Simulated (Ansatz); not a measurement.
# What each rung costs, and what it gives

The pair of HF (SMILES F, atoms 1–2) and H₂Te (SMILES [TeH2], atoms 3–5), both closed shells, in one local arrangement (a lower one may exist), relaxed at PBE0-D4/def2-TZVP:

F1  (-0.031, -0.097, -2.366)
H2  (-0.163, 0.040, -1.452)
Te3  (-0.552, 0.439, 1.054)
H4  (-0.300, -1.153, 1.431)
H5  (1.046, 0.771, 1.333)
(Å)

Interaction energies are counterpoise-corrected; the time is that of the whole pair.

Computed with Ansatz 0.2.0 (basis: as named in each row); correlated methods freeze the cores. Filled d shells of the heavier atoms are correlated. Core potentials replace the inner electrons of the atoms past krypton. The def2 sets are not built for correlating such inner shells, so the correlated values are less sure here. B3LYP uses VWN-RPA correlation. Extrapolation: Hartree–Fock as exp(−7.88 √X), correlation as X^−2.97.

Times are rough, for one single point on 2 threads of a shared host (Intel Xeon Platinum 8488C).

The estimate by CCSD(T) at an estimated basis limit (MP2 extrapolated from triple and quadruple zeta, plus CCSD(T) − MP2 in triple zeta) is -17.3 kJ/mol.

```tsv
method	basis	time (s)	interaction energy (kJ/mol)	method less estimate
SPW92	def2-SVP	under 1	-29.2	-11.8
PBE-D4	def2-SVP	under 1	-21.6	-4.2
PBE0-D4	def2-SVP	under 1	-19.8	-2.5
CCSD(T)	def2-SVP	under 1	-8.3	9.1
PBE-D4	def2-TZVPPD	under 1	-25.1	-7.7
revPBE-D4	def2-TZVPPD	1	-21.7	-4.3
BLYP-D4	def2-TZVPPD	1	-21.8	-4.5
PBE0-D4	def2-TZVPPD	1	-22.7	-5.4
B3LYP-D4	def2-TZVPPD	2	-21.2	-3.9
HSE06-D4	def2-TZVPPD	2	-22.8	-5.4
r2SCAN-D4	def2-TZVPPD	2	-21.5	-4.1
wB97M-V	def2-SVP	2	-16.5	0.9
B2PLYP	def2-TZVPPD	3	-17.1	0.2
B97M-V	def2-TZVPPD	3	-19.7	-2.4
wB97X-V	def2-TZVPPD	3	-19.5	-2.1
wB97M-V	def2-TZVPPD	4	-18.7	-1.4
MP2	def2-QZVPPD	5	-17.2	0.1
CCSD(T)	def2-TZVPPD	20	-15.5	1.8
```

No T1 diagnostic of these runs exceeds 0.011.
